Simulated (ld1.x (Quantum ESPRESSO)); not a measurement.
Ranking TM semilocal potentials for silver

All share these settings but for the change named:

- Element: silver (Ag)
- Generator: ld1.x (Quantum ESPRESSO) 7.5
- Type: norm-conserving Troullier–Martins (semilocal form)
- Functional: PBE
- Relativity: scalar-relativistic
- Frozen core: [Kr]
- Valence charge: 11
- Reference configuration: 4d10 5s1 5p0
- Partial waves: 5s (bound): rc 1.75 bohr; 5p (bound, empty): rc 2.65 bohr; 4d (bound): rc 1.30 bohr
- Local potential: the d channel
- Core correction: none

Test errors are all-electron minus pseudo excitation energies from the reference, over 4d10 5s0 5p0; 4d9 5s0 5p0; 4d8 5s0 5p0; 4d9 5s2 5p0; 4d10 5s0.5 5p0; 4d9 5s1 5p1; 4d9 5s1 5p0. None of these files shows a bound ghost.

The base gives 67.4 meV.

Of 7 variants that were run, those that failed, showed a ghost or another fault, or gave nearly equal values are left out.

Problem. Rank these variants by their largest absolute test error, smallest first.
A. wave 5s (bound): rc 1.75 bohr becomes 5s (bound): rc 2.46 bohr
B. core correction a·sin(br)/r model core inside 1.08 bohr
C. wave 4d (bound): rc 1.30 bohr becomes 4d (bound): rc 1.64 bohr
D. non-relativistic

Solution. A (55.6 meV), C (81.6 meV), D (102.8 meV), B (301.0 meV).
